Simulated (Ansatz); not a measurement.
## Abstraction of Br: C2H2BrF + BCl2 → C2H2F + BBrCl2

Species: C2H2BrF `C=C(F)Br`, singlet; BCl2 `Cl[B]Cl`, doublet; C2H2F `C=[C]F`, doublet; BBrCl2 (bromodichloroborane) `ClB(Cl)Br`, singlet. A radical takes Br: the energy is the difference in strength between the C–Br bond broken and the B–Br bond made.

Shapes, held fixed at every level: PBE0-D4/def2-TZVP. Programs: Ansatz 0.2.0. Electronic energies: no zero-point or thermal term.

Question: Estimate ΔE of this reaction.

Answer: B2PLYP/def2-TZVPP gives ΔE = -82.3 kJ/mol; the levels span -121.9 to -77.2. The median of the levels is -82.6. No measured value is set beside it here. Spin contamination: C2H2F (⟨S²⟩ up to 0.93). Open shells run unrestricted. Relativity is left out for Br. Outer-core shells of Br are correlated, in sets that cover them unevenly. Times are processor times on shared x86 and Arm servers, and rough.

```tsv
level	kind	ΔE (kJ/mol)	CPU time (sum over the molecules)
HF/def2-SVP	Hartree–Fock	-121.9	–
HF/def2-TZVPP	Hartree–Fock	-106.6	–
PBE-D4/def2-TZVPP	GGA	-77.2	17 s
r2SCAN-D4/def2-TZVPP	meta-GGA	-82.6	33 s
B3LYP-D4/def2-TZVPP	global hybrid	-82.9	27 s
PBE0-D4/def2-TZVPP	global hybrid	-82.3	21 s
B2PLYP/def2-TZVPP	double hybrid	-82.3	44 s
```
